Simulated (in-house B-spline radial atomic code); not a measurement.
Results of a calculation; reference values are marked as such.
# Two electrons in Ge: a spherical dot of radius 47.6 nm with hard walls with a doubly ionised double donor at its centre

For Ge the NSM archive of the Ioffe Institute lists m_l = 1.6 m0, m_t = 0.08 m0 and ε = 16.2; the model takes one isotropic valley with the conductivity mass 3/(1/m_l + 2/m_t) = 0.117 m0, and so misses anisotropy and the other valleys. All triplets below are those of one valley; with several valleys two electrons can form a triplet in the 1s orbital itself, at an energy set by the valley splitting. Real donors also feel a central-cell potential, which shifts the ground state; some double donors stay shallow and helium-like, others are deep centres that this model can't describe.

Effective-mass model with parabolic bands, a uniform dielectric constant, no image charges, no central-cell or spin-orbit terms. Two-electron levels come from full CI in B-splines with partial waves to l = 5 (up to 0.001 effective hartree above the limit).

What are the effective units, and what is the potential in them?

Ha* = 27211.386 meV × 0.117/16.2² = 12.13 meV and a* = 0.0529177 nm × 16.2/0.117 = 7.327 nm. The radius is R = 6.49 a*, with −2/r added.

In these units the lowest s and p orbitals lie at -2.0000 and -0.4963, and their Coulomb and exchange integrals are J_ss = 1.2500, J_sp = 0.4971 and K_sp = 0.03572. Full CI gives -2.9035 for the ground singlet, -2.0920 for the sp triplet, -2.0706 for the sp singlet and -2.1359 for the lowest triplet of two s orbitals.

What does it cost to add the second electron, to first order and exactly?

To first order E = 2ε_s + J_ss = -2.7500, so the charging energy E(2) − 2E(1) is J_ss = 15.16 meV. CI gives -2.9035 − 2 × (-2.0000) = 1.0965, or 13.3 meV: relaxation and correlation lower it by 1.862 meV, 12.3 % of J_ss. The s² configuration of one-electron orbitals holds 92.5 % of the state, and the mean radius is 6.81 nm.

How far above the singlet do the triplets lie?

To first order the sp triplet lies at ε_s + ε_p + J_sp − K_sp = -2.0350, which is 8.674 meV above 2ε_s + J_ss. CI gives -2.0920 − (-2.9035) = 0.8115, or 9.845 meV, 54 % of the orbital spacing of 18.24 meV. The ss triplet lies 9.312 meV up, so the lower of the two is the ss one, and its gap equals k_BT at 108 K. The sp singlet-triplet splitting is 0.2595 meV, against 2K_sp = 0.8667 meV.
